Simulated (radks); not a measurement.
Removal energies from the ruthenium ion Ru13+, [Ar] 3d10 4s2 4p(1/2: 1, 3/2: 0), by Delta-SCF beside the eigenvalue of the level emptied. All-electron calculation, Dirac Kohn-Sham, BLYP, spin-unpolarised, spherical densities, finite nucleus; Fermi nuclear charge, rms radius of each element as measured or else 0.836 A^(1/3) + 0.57 fm. Program: a radial shooting solver on a logarithmic mesh with Libxc functionals. Sub-shells are occupied by j as written (lower j first in brackets).

removed from                             final configuration  Delta-SCF (eV)  -eigenvalue (eV)
4p1/2                                          [Ar] 3d10 4s2          296.71            284.72
4s1/2                       [Ar] 3d10 4s1 4p(1/2: 1, 3/2: 0)          328.87            316.49
3d5/2         [Ar] 3d(3/2: 4, 5/2: 5) 4s2 4p(1/2: 1, 3/2: 0)          573.30            546.41
3d3/2         [Ar] 3d(3/2: 3, 5/2: 6) 4s2 4p(1/2: 1, 3/2: 0)          577.95            550.89
